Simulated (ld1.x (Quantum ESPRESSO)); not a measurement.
**What the settings do to the RRKJ potential of Gd (Z = 64)**

Base potential:

ld1.x (Quantum ESPRESSO) 7.5 input, shortened:

```
&input
   title='Gd', zed=64., rel=1, dft='PBESOL', iswitch=3,
   config='[Xe] 4f7 5d1 6s1.5 6p0'
 /
 &inputp
   pseudotype=2, tm=.false., lloc=1,
   nlcc=.false.
 /
4
5S  1  0   2.00   0.00  2.10  2.10  0.0
4D  3  2  10.00   0.00  1.05  1.05  0.0
4F  4  3   7.00   0.00  0.75  0.75  0.0
5P  2  1   6.00   0.00  1.55  1.55  0.0
 &test
   configts(1)='4d10 4f7 5s2 5p6 5d1 6s1.5 6p0'
 /
```

Occupied shells without a wave of their own: 5d, 6s. They enter only through the test configuration that unscreens the potential.

All-electron outer shells of the reference configuration (PBEsol, scalar-relativistic, ld1.x):

| shell | level (eV) | outermost node (bohr) | outermost maximum (bohr) |
| --- | --- | --- | --- |
| 4s | -372.02 | 0.29 | 0.52 |
| 4p | -279.11 | 0.29 | 0.54 |
| 4d | -150.62 | 0.27 | 0.56 |
| 5s | -52.80 | 0.65 | 1.20 |
| 5p | -30.30 | 0.70 | 1.35 |
| 4f | -11.76 | – | 0.56 |
| 6s | -6.65 | 1.60 | 3.29 |
| 5d | -5.37 | 0.79 | 1.95 |
| 6p | -3.43 | 1.91 | 4.28 |

Cutoffs, loose and tight: the cutoffs (Ry, on a coarse ladder) from which the occupation-weighted sum of valence levels, in a spherical-Bessel basis at the reference potential, stays within 10 and 1 mRy of its value at 400 Ry. They do not see the model core or the augmentation charge, which bear on the density cutoff. Test errors are all-electron minus pseudo excitation energies from the reference, over the configurations 4d10 4f7 5s2 5p6 5d1 6s2 6p0; 4d10 4f7 5s2 5p6 5d1 6s1 6p0; 4d10 4f7 5s2 5p6 5d1 6s0 6p0; 4d10 4f7 5s2 5p5 5d1 6s2 6p0; 4d10 4f7 5s2 5p6 5d1 6s0 6p2; 4d10 4f7 5s1 5p6 5d1 6s2 6p0; 4d10 4f6 5s2 5p6 5d1 6s2 6p0. A dash means not determined; rows that change the core or the reference have their own tests. The largest error is taken over the tests solved by every variant that gives reliable tests at all: 4d10 4f6 5s2 5p6 5d1 6s2 6p0; 4d10 4f7 5s1 5p6 5d1 6s2 6p0; 4d10 4f7 5s2 5p5 5d1 6s2 6p0; 4d10 4f7 5s2 5p6 5d1 6s0 6p0; 4d10 4f7 5s2 5p6 5d1 6s1 6p0; 4d10 4f7 5s2 5p6 5d1 6s2 6p0.

A true bound ghost makes a file unfit for plane-wave use even where its test errors are small: the radial tests pick states by their node count and pass the ghost by.

Cutoffs are not given where the Bessel-basis levels miss the radial ones by over 6 mRy, ghosts where they miss by over 20 mRy; a channel whose overlap is not positive is not tested.

On the changes marked as counting shells twice: ld1.x takes every shell without a wave as core, so the model core holds the marked electrons as well and exchange and correlation see them twice. This cancels in the reference configuration, but the file is broken for other ones, and its errors say nothing about a proper core correction.

```tsv
change	outcome	cutoff, loose	cutoff, tight	bound ghosts	largest test error (meV)
base	generated, misses its reference levels by 1.73 eV	over 300 Ry	over 300 Ry	none	-620
wave 4d (bound): rc 1.05 bohr becomes 4d (bound): rc 1.10 bohr	generated, misses its reference levels by 1.74 eV	over 300 Ry	over 300 Ry	none	-619
functional PBE	generated, misses its reference levels by 1.72 eV	over 300 Ry	over 300 Ry	none	-565
wave 5p (bound): rc 1.55 bohr becomes 5p (bound): rc 1.44 bohr	generated, misses its reference levels by 1.73 eV	over 300 Ry	over 300 Ry	none	-562
non-relativistic	generated, misses its reference levels by 2.09 eV	–	–	not determined	+165
reference 4d10 4f7 5s2 5p6 5d1 6s2 6p0	generated, misses its reference levels by 1.51 eV	over 300 Ry	over 300 Ry	none	+2707
wave 5s (bound): rc 2.10 bohr becomes 5s (bound): rc 2.14 bohr	generated, misses its reference levels by 1.73 eV	over 300 Ry	over 300 Ry	none	-724
core correction a·sin(br)/r model core inside 0.88 bohr (5d, 6s counted twice)	generated, misses its reference levels by 1.73 eV	over 300 Ry	over 300 Ry	none	-1028
wave 4f (bound): rc 0.75 bohr becomes 4f (bound): rc 0.60 bohr	generated, misses its reference levels by 1.73 eV	–	–	not determined	-620
all radii scaled by about 1.26 (s 2.64, p 1.96, d 1.32, f 0.94 bohr)	generated, misses its reference levels by 1.79 eV	260 Ry	over 300 Ry	s	-3009
```
